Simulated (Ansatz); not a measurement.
Ru₃H₆⁻. The state is a doublet with charge -1. Geometry PBE0-D4/def2-SVP, that of the neutral singlet.

```xyz
9

Ru    0.976   -0.881    0.378
Ru   -1.302   -0.225    0.359
Ru    0.325    1.106   -0.738
H     1.477    1.458    0.284
H     0.111   -2.086   -0.166
H    -1.758    0.003   -1.137
H     1.133    0.200   -1.750
H     0.456   -0.830    1.869
H    -1.417    1.254    0.901
```

In the def2 sets Ru takes a core potential; there is no spin–orbit coupling. At PBE-D4/def2-TZVPD, r2SCAN-D4/def2-TZVPD, PBE0-D4/def2-TZVPD the highest occupied level of the charge -1 doublet lies above zero (up to 0.77 eV). By energy differences its removal costs 1.50 eV (vertical, to the charge 0 singlet, at PBE-D4/def2-TZVPD); a positive level beside a positive removal energy at the same level points to self-interaction error. At PBE-D4/def2-TZVPD the gap within one spin of the charge -1 doublet nearly closes, so an electron or hole may be smeared out by delocalisation error. At r2SCAN-D4/def2-TZVPD, PBE0-D4/def2-TZVPD the charge -1 doublet is spin-contaminated (final ⟨S²⟩ up to 0.96, 0.75 for a pure state). The structure comes from a short search, and lower isomers may exist.

(1) Estimate the α-spin orbital energies around the gap (eV) in Ansatz with PBE-D4/def2-TZVPD, r2SCAN-D4/def2-TZVPD, PBE0-D4/def2-TZVPD.

Results:

(1) 
```tsv
orbital	PBE-D4/def2-TZVPD	r2SCAN-D4/def2-TZVPD	PBE0-D4/def2-TZVPD
HOMO−5	-1.75	-1.95	-2.94
HOMO−4	-0.05	-0.22	-1.22
HOMO−3	-0.03	-0.20	-1.21
HOMO−2	0.10	-0.06	-1.01
HOMO−1	0.22	0.10	-0.89
HOMO	0.77	0.61	0.01
LUMO	0.81	1.01	1.81
LUMO+1	0.99	1.17	2.00
LUMO+2	1.18	1.35	2.20
LUMO+3	2.57	2.73	3.20
LUMO+4	2.58	2.86	3.34
LUMO+5	2.70	3.03	3.35
β HOMO	0.39	0.33	-0.56
β LUMO	1.01	1.25	2.00
```
